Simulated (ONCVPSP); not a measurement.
**Pseudopotential generation for Ca (Z = 20): ONCV, LDA (Perdew-Zunger), scalar-relativistic.**

The input file (ONCVPSP 4.0.1):

```
# ATOM AND REFERENCE CONFIGURATION
# atsym  z   nc   nv     iexc    psfile
  Ca 20.00    3    3        3      upf
#
#   n    l    f
    1    0    2.00
    2    0    2.00
    2    1    6.00
    3    0    2.00
    3    1    6.00
    4    0    2.00
#
# PSEUDOPOTENTIAL AND OPTIMIZATION
# lmax
    2
#
#   l,   rc,      ep,       ncon, nbas, qcut
    0    2.10    0.00    4    9    7.20
    1    1.10    0.00    4    9    6.70
    2    1.80    0.37    4    7    5.00
#
# LOCAL POTENTIAL
# lloc, lpopt,  rc(5),   dvloc0
    4    5    0.75    0.00
#
# VANDERBILT-KLEINMAN-BYLANDER PROJECTORs
# l, nproj, debl
    0    3    2.50
    1    2    2.60
    2    2    1.00
#
# MODEL CORE CHARGE
# icmod, fcfact, rcfact
    3    3.00    1.05
#
# LOG DERIVATIVE ANALYSIS
# epsh1, epsh2, depsh
   -3.00    5.00    0.02
#
# OUTPUT GRID
# rlmax, drl
    6.00    0.01
#
# TEST CONFIGURATIONS
# ncnf
    4
# nvcnf
#   n    l    f
    3
    3    0    2.00
    3    1    6.00
    4    0    1.00
#
    3
    3    0    2.00
    3    1    6.00
    4    0    0.00
#
    3
    3    0    2.00
    3    1    6.00
    4    0    1.50
#
    4
    3    0    2.00
    3    1    6.00
    4    0    1.50
    3    2    0.50
#
```

Command:

```bash
oncvpsp.x < Ca.dat > Ca.out
```

The program printed (shortened: citation, most of the input echo, consistency checks and plot data are left out):

```
ONCVPSP  (Optimized Norm-Conservinng Vanderbilt PSeudopotential)
scalar-relativistic version 4.0.1

#   n    l    f        energy (Ha)
    1    0    2.00    -1.4471966E+02
    2    0    2.00    -1.5181901E+01
    2    1    6.00    -1.2295812E+01
    3    0    2.00    -1.7207015E+00
    3    1    6.00    -1.0281442E+00
    4    0    2.00    -1.4217520E-01

Reference configufation results
  iterations    20
  all-electron total energy (Ha)   -6.78689036D+02

Begin loop to  construct optimized pseudo wave functions
and semi-local pseudopoentials for all angular momenta

   Wellstate for l =  0  n =  6
     eigenvalue =   2.3578
     asymptotic potential =   2.8578
     half-point radius =  4.1905

Calculating optimized projector #   1

 for l=   0

    Fraction of norm inside rc  0.967192
    Optimizing pswf for qcut=   7.20 a_B^-1,  ecut=  25.89 Ha
    Residual kinetic energy error=  4.27D-09 Ha

    Energy error per electron        Cutoff
         Ha          eV             Ha
         0.01000     0.27211        4.31
         0.00100     0.02721       12.32
         0.00010     0.00272       16.08
         0.00001     0.00027       19.03

Calculating optimized projector #   2

 for l=   0

    Fraction of norm inside rc  0.066352
    Optimizing pswf for qcut=   7.20 a_B^-1,  ecut=  25.89 Ha
    Residual kinetic energy error=  9.03D-09 Ha

    Energy error per electron        Cutoff
         Ha          eV             Ha
         0.01000     0.27211        3.07
         0.00100     0.02721        9.92
         0.00010     0.00272       15.09
         0.00001     0.00027       18.64

Calculating optimized projector #   3

 for l=   0

    Fraction of norm inside rc  0.140584
    Optimizing pswf for qcut=   7.20 a_B^-1,  ecut=  25.89 Ha
    Residual kinetic energy error=  4.70D-07 Ha

    Energy error per electron        Cutoff
         Ha          eV             Ha
         0.01000     0.27211        9.66
         0.00100     0.02721       15.92
         0.00010     0.00272       19.71
         0.00001     0.00027       22.57

   Wellstate for l =  1  n =  5
     eigenvalue =   1.5719
     asymptotic potential =   2.0719
     half-point radius =  3.6734

Calculating optimized projector #   1

 for l=   1

    Fraction of norm inside rc  0.414374
    Optimizing pswf for qcut=   6.71 a_B^-1,  ecut=  22.53 Ha
    Residual kinetic energy error=  8.06D-04 Ha

    Energy error per electron        Cutoff
         Ha          eV             Ha
         0.01000     0.27211       10.42
         0.00100     0.02721       19.68
         0.00010     0.00272      132.56
         0.00001     0.00027      220.83

Calculating optimized projector #   2

 for l=   1

    Fraction of norm inside rc  0.061448
    Optimizing pswf for qcut=   6.71 a_B^-1,  ecut=  22.53 Ha
    Residual kinetic energy error=  3.21D-04 Ha

    Energy error per electron        Cutoff
         Ha          eV             Ha
         0.01000     0.27211       10.09
         0.00100     0.02721       13.90
         0.00010     0.00272       67.62
         0.00001     0.00027      270.45

WARNING wellstate: localized bound state found for n= 3 l= 2
WARNING this state with energy -0.07834726
WARNING will be used for the first projector

   Wellstate for l =  2  n =  4
     eigenvalue =   0.9217
     asymptotic potential =   1.4217
     half-point radius =  3.3301

Calculating optimized projector #   1

 for l=   2

    Fraction of norm inside rc  0.449897
    Optimizing pswf for qcut=   4.99 a_B^-1,  ecut=  12.47 Ha
    Residual kinetic energy error=  2.76D-02 Ha

    Energy error per electron        Cutoff
         Ha          eV             Ha
         0.01000     0.27211       21.16
         0.00100     0.02721       48.89
         0.00010     0.00272       57.71
         0.00001     0.00027       81.31

Calculating optimized projector #   2

 for l=   2

    Fraction of norm inside rc  0.228907
    Optimizing pswf for qcut=   4.99 a_B^-1,  ecut=  12.47 Ha
    Residual kinetic energy error=  7.22D-02 Ha

    Energy error per electron        Cutoff
         Ha          eV             Ha
         0.01000     0.27211       16.59
         0.00100     0.02721       31.26
         0.00010     0.00272       52.28
         0.00001     0.00027       76.19

Construct Vanderbilt / Kleinmman-Bylander projectors

B matrix Hermiticity error, ll=   0
   1   2    7.6335E-05
   1   3    2.5584E-04
   2   3   -6.5279E-05

  Orthonormal projector coefficients  1.5379E+01  2.5979E+00  3.1784E-01

B matrix Hermiticity error, ll=   1
   1   2   -1.9585E-04

  Orthonormal projector coefficients  9.3834E+00  1.7515E+00

B matrix Hermiticity error, ll=   2
   1   2    5.7853E-05

  Orthonormal projector coefficients -8.3679E+00 -5.5869E+00

Model core correction analysis
  based on d2Exc/dn_idn_j

d2excae - all-electron derivatives

   -3.811942D-02   -3.479744D-02   -2.667844D-03
   -3.479776D-02   -3.292059D-02   -3.631712D-03
   -2.667750D-03   -3.631207D-03   -2.758338D-02

d2excps - pseudofunction derivatives with no core correction

   -4.523587D-02   -3.820438D-02   -3.310090D-03
   -3.820570D-02   -3.641319D-02   -3.852248D-03
   -3.310214D-03   -3.851765D-03   -2.763494D-02

rms 2nd derivative error    3.108922E-03

rmatch, rhocmatch    0.6219    9.5445

Teter function model core charge with specified parameters

d2excps - pseudofunction derivatives with core correction

   -4.126829D-02   -3.685838D-02   -2.992883D-03
   -3.685917D-02   -3.580880D-02   -3.746832D-03
   -2.992823D-03   -3.746339D-03   -2.760952D-02

rms 2nd derivative error    1.731808E-03

Pseudoatom total energy  -36.919961

Diagnostic tests using Vanderbilt-Kleinman-Bylander pseudopotentials
  1 or more projectors used as specified by nproj input data

   l    rcore       rmatch      e in        delta e   norm test  slope test

   0   2.1072276   2.1712076  -1.7207015   0.0000009   1.0000946   1.0000856
   0   2.1072276   2.1712076  -0.1421752   0.0000009   1.0000157   1.0000127
   0   2.1072276   2.1712076   2.3578248   0.0000103   1.0002031   1.0002031

   1   1.1044080   1.1379402  -1.0281442  -0.0000093   1.0000788   1.0001446
   1   1.1044080   1.1379402   1.5718558   0.0000106   1.0002966   1.0002966

   2   1.8036985   1.8584627  -0.0783473   0.0000013   1.0000309   1.0000255
   2   1.8036985   1.8584627   0.9216527   0.0000010   1.0001542   1.0001542

 Testing for bound ghosts
   n   l    E NL Schr. Eq   E Basis Diag.   E Cutoff

   1   0       -1.720701       -1.720700    101.25
   2   0       -0.142174       -0.107458    101.25

   2   1       -1.028154       -1.016103    322.83

   3   2       -0.078346       -0.063046     79.11

 Testing for highly-localized positive-energy ghosts
       l    <radius>/rc     E Basis Diag.   E Cutoff

       0        0.554706        8.612848    101.25  WARNING - GHOST(+)

Test configuration 0

   n   l     f        eae           eps        diff
   1   0  2.0000 -144.71966239
   2   0  2.0000  -15.18190054
   2   1  6.0000  -12.29581184
   3   0  2.0000   -1.72070153   -1.72070063    8.96D-07
   3   1  6.0000   -1.02814423   -1.02815357   -9.34D-06
   4   0  2.0000   -0.14217520   -0.14217432    8.77D-07

    Total energies and differences
      AE_ref= -6.78689036D+02  AE_tst= -6.78689036D+02  dif=  0.00D+00
      PS_ref= -3.69199606D+01  PS_tst= -3.69199606D+01  dif=  0.00D+00
      PSP excitation error=  0.00D+00

Test configuration 1

   n   l     f        eae           eps        diff
   1   0  2.0000 -144.98081085
   2   0  2.0000  -15.44191952
   2   1  6.0000  -12.55590718
   3   0  2.0000   -1.97692044   -1.97732653   -4.06D-04
   3   1  6.0000   -1.28308897   -1.28317555   -8.66D-05
   4   0  1.0000   -0.33716067   -0.33718323   -2.26D-05

    Total energies and differences
      AE_ref= -6.78689036D+02  AE_tst= -6.78451533D+02  dif=  2.38D-01
      PS_ref= -3.69199606D+01  PS_tst= -3.66824418D+01  dif=  2.38D-01
      PSP excitation error= -1.62D-05

Test configuration 2

   n   l     f        eae           eps        diff
   1   0  2.0000 -145.29404538
   2   0  2.0000  -15.75305771
   2   1  6.0000  -12.86717735
   3   0  2.0000   -2.28096092   -2.28217861   -1.22D-03
   3   1  6.0000   -1.58448998   -1.58478011   -2.90D-04

    Total energies and differences
      AE_ref= -6.78689036D+02  AE_tst= -6.78012374D+02  dif=  6.77D-01
      PS_ref= -3.69199606D+01  PS_tst= -3.62432088D+01  dif=  6.77D-01
      PSP excitation error= -9.00D-05

Test configuration 3

   n   l     f        eae           eps        diff
   1   0  2.0000 -144.84287319
   2   0  2.0000  -15.30467546
   2   1  6.0000  -12.41861583
   3   0  2.0000   -1.84199517   -1.84215195   -1.57D-04
   3   1  6.0000   -1.14893574   -1.14897289   -3.72D-05
   4   0  1.5000   -0.23642810   -0.23643359   -5.48D-06

    Total energies and differences
      AE_ref= -6.78689036D+02  AE_tst= -6.78594715D+02  dif=  9.43D-02
      PS_ref= -3.69199606D+01  PS_tst= -3.68256356D+01  dif=  9.43D-02
      PSP excitation error= -4.42D-06

Test configuration 4

   n   l     f        eae           eps        diff
   1   0  2.0000 -144.66647075
   2   0  2.0000  -15.11741185
   2   1  6.0000  -12.23242265
   3   0  2.0000   -1.66433138   -1.66590998   -1.58D-03
   3   1  6.0000   -0.97501327   -0.97600667   -9.93D-04
   4   0  1.5000   -0.13005903   -0.12997397    8.51D-05
   3   2  0.5000   -0.04578554   -0.04614778   -3.62D-04

    Total energies and differences
      AE_ref= -6.78689036D+02  AE_tst= -6.78651471D+02  dif=  3.76D-02
      PS_ref= -3.69199606D+01  PS_tst= -3.68825231D+01  dif=  3.74D-02
      PSP excitation error=  1.27D-04
```

The run took about 4.1 s on one core of a shared server CPU.
